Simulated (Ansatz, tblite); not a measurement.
Removing and adding an electron: SiH2MeBr (CH₅BrSi). Charge 0, multiplicity 1. Geometry: r2SCAN-D4/def2-TZVP. Ansatz, gas phase; energy differences of separate SCF runs; the oxidised species was run as a doublet alone; the reduced species was run as a doublet alone.

```csv
atom,x (Å),y (Å),z (Å)
Si1,-0.750,-0.114,-0.378
H2,-1.910,0.421,0.373
H3,-1.029,-1.510,-0.790
C4,0.821,0.010,0.606
H5,0.728,-0.561,1.534
H6,1.038,1.049,0.861
H7,1.666,-0.388,0.040
Br8,-0.564,1.093,-2.247
```

The xTB rows come from tblite. HOMO above LUMO, or a gap near zero within one spin, warns that the state may not be the lowest or that an electron is smeared out.

| level | −HOMO (eV) | vertical IE (eV) | −LUMO (eV) | vertical EA (eV) | HOMO–LUMO gap (eV) | IE − EA (eV) | remarks |
| --- | --- | --- | --- | --- | --- | --- | --- |
| GFN1-xTB | 11.87 | 14.98 | 5.37 | – | 6.50 | – | – |
| GFN2-xTB | 11.38 | 14.42 | 5.61 | 2.42 | 5.78 | 12.00 | – |
| PBE-D4/def2-TZVPD | 7.01 | – | 0.96 | -0.80 | 6.05 | – | HOMO above zero (-1 doublet), gap within one spin near zero (-1 doublet) |
| r2SCAN-D4/def2-TZVPD | 7.33 | – | 0.51 | -0.98 | 6.83 | – | HOMO above zero (-1 doublet) |

Task: Estimate the rows for r2SCAN-D4/def2-TZVP, PBE0-D4/def2-TZVP, PBE0-D4/def2-TZVPD.

Result: 
```csv
level,−HOMO (eV),vertical IE (eV),−LUMO (eV),vertical EA (eV),HOMO–LUMO gap (eV),IE − EA (eV),remarks
r2SCAN-D4/def2-TZVP,7.32,10.38,0.37,–,6.94,–,–
PBE0-D4/def2-TZVP,8.26,10.49,-0.12,–,8.38,–,–
PBE0-D4/def2-TZVPD,8.28,–,0.15,-0.97,8.13,–,HOMO above zero (-1 doublet)
```

Run but left out: PBE-D4/def2-TZVP (charge +1 doublet: an occupied level 0.03 eV above an empty one).   A HOMO above zero means that the electron is unbound at that level or that self-interaction error raises the level; the energy of removing that electron tells which. Raw xTB energy differences between charge states are shifted by several eV; the methods need an empirical correction for them. A negative affinity means that the extra electron isn't bound; its size then hangs on the basis.
